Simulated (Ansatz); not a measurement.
Geometry optimisation, Ansatz 0.2.0, UHF/def2-SVP.

The input (input.yaml):

```yaml
crystal:
  periodic: [false, false, false]
  atoms:
    - { symbol: In, position_ang: [-0.338066, -0.893125, -0.291483] }
    - { symbol: H, position_ang: [0.80482, -0.583896, -1.568337] }
    - { symbol: O, position_ang: [0.468751, 1.169595, 0.097001] }
    - { symbol: C, position_ang: [1.459008, 1.899477, -0.669573] }
    - { symbol: H, position_ang: [1.692926, 1.174896, -1.4614] }
    - { symbol: C, position_ang: [-1.705537, -1.81992, 1.074157] }
    - { symbol: H, position_ang: [2.349821, 2.132654, -0.07663] }
    - { symbol: H, position_ang: [1.042075, 2.817563, -1.093458] }
    - { symbol: H, position_ang: [-1.161346, -1.95565, 2.011841] }
    - { symbol: H, position_ang: [-2.063166, -2.787149, 0.723562] }
    - { symbol: H, position_ang: [-2.549287, -1.154447, 1.25442] }
magnetization:
  spin_polarized: true
basis:
  gaussian: { orbitals: def2-SVP }
hamiltonian:
  xc: hf
relax:
  f_tol: 0.03
  max_steps: 50
```

Launched with:

```bash
$ ansatz run input.yaml --threads 2 --pin off --max-ram 3072MiB --backend cpu --events-out ev --progress --plain --runs-dir out
```

Q: Where does it end, and by what steps?

A: The forces met the threshold. After 11 steps the energy has fallen by 1.419 eV; H2 moved furthest, 0.98 Å.

```json
{"step": "0", "energy less start (eV)": "0.0000", "largest force component (eV/Å)": "3.349", "accepted": "yes"}
{"step": "1", "energy less start (eV)": "-0.9387", "largest force component (eV/Å)": "1.016", "accepted": "yes"}
{"step": "2", "energy less start (eV)": "-1.2199", "largest force component (eV/Å)": "0.474", "accepted": "yes"}
{"step": "3", "energy less start (eV)": "-1.3327", "largest force component (eV/Å)": "0.216", "accepted": "yes"}
{"step": "4", "energy less start (eV)": "-1.3894", "largest force component (eV/Å)": "0.124", "accepted": "yes"}
{"step": "5", "energy less start (eV)": "-1.4127", "largest force component (eV/Å)": "0.135", "accepted": "yes"}
{"step": "6", "energy less start (eV)": "-1.4064", "largest force component (eV/Å)": "0.712", "accepted": "no"}
{"step": "7", "energy less start (eV)": "-1.4168", "largest force component (eV/Å)": "0.067", "accepted": "yes"}
{"step": "8", "energy less start (eV)": "-1.4163", "largest force component (eV/Å)": "0.159", "accepted": "no"}
{"step": "9", "energy less start (eV)": "-1.4178", "largest force component (eV/Å)": "0.037", "accepted": "yes"}
{"step": "10", "energy less start (eV)": "-1.4185", "largest force component (eV/Å)": "0.049", "accepted": "yes"}
{"step": "11", "energy less start (eV)": "-1.4189", "largest force component (eV/Å)": "0.029", "accepted": "yes"}
```

```xyz
11
Properties=species:S:1:pos:R:3
In -0.130 -0.851 -0.391
H 0.614 -1.519 -1.809
O 0.436 1.010 0.040
C 1.330 1.875 -0.551
H 1.725 1.510 -1.511
C -1.570 -1.640 1.026
H 2.193 2.064 0.097
H 0.862 2.847 -0.750
H -1.089 -1.790 1.994
H -1.993 -2.589 0.695
H -2.376 -0.917 1.160
```

The run took 23 s on 2 threads of Arm Neoverse V2, on a shared host, peak memory 0.27 GiB.
